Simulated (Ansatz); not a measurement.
The cluster Al₂Te₄⁻, relaxed as a doublet with UKS PBE-D4/def2-SVPD in Ansatz, starting from the GFN1-xTB geometry. Force threshold 0.02 eV/Å.

In the def2 sets Te takes a core potential; there is no spin–orbit coupling. Another isomer (doublet) lies 1.03 eV lower at PBE0-D4/def2-SVP; other spin states weren't run for this one.

Start:

```xyz
6

Al   -2.141    0.042   -0.541
Al    1.342    0.225   -0.324
Te   -0.085   -1.463    0.974
Te   -0.318    1.774   -1.447
Te    3.691   -0.091   -0.631
Te   -2.489   -0.488    1.969
```

Q: Estimate the energy that the relaxation releases and the steps that it takes.

A: 5.8 kcal/mol, in 10 steps; 2.5 min on 4 threads of Intel Xeon on a shared host. No frequencies were taken in this run, so the end may be a saddle point.

Q: Does the start keep its bonding and symmetry?

A: By distances, no bond broke or formed. The bond that changes most is Al1–Te3, from 2.96 to 2.83 Å (atoms count from 1).

Q: Predict the relaxed structure.

A: 
```xyz
6

Al   -1.850   -0.187   -0.619
Al    1.253    0.447   -0.360
Te    0.059   -1.461    1.030
Te   -0.507    1.993   -1.376
Te    3.535   -0.380   -0.592
Te   -2.491   -0.412    1.916
```
Bond lengths (bridged metal pairs left out): 6 × Al–Te 2.44 to 2.83 Å; 1 × Te–Te 2.90 Å.
